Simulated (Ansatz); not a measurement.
Job for Ansatz (a program for electronic structure): R-BLYP/def2-TZVPP on dimethyl selenide (SMILES C[Se]C), a point of a torsion scan.

Ansatz 0.2 input:
```yaml
crystal:
  periodic: [false, false, false]
  atoms:
    - {symbol: C, position_ang: [1.50599114, -0.09943313, 0.00938920]}
    - {symbol: Se, position_ang: [0.29956914, 0.89259141, -1.18144837]}
    - {symbol: C, position_ang: [0.07138648, -0.48484869, -2.55129762]}
    - {symbol: H, position_ang: [1.68089947, -1.07703868, -0.42778971]}
    - {symbol: H, position_ang: [2.44223155, 0.44417976, 0.10223221]}
    - {symbol: H, position_ang: [1.03930315, -0.20167555, 0.98530479]}
    - {symbol: H, position_ang: [1.03804565, -0.72072331, -2.98951899]}
    - {symbol: H, position_ang: [-0.59105633, -0.07712351, -3.30954456]}
    - {symbol: H, position_ang: [-0.37602518, -1.36822001, -2.10236848]}
basis:
  gaussian:
    orbitals: def2-TZVPP
hamiltonian:
  xc: {name: BLYP}
scf: {lower_state_search: off}
```

Question: Predict the final total energy.

Answer: -2481.3865 hartree.
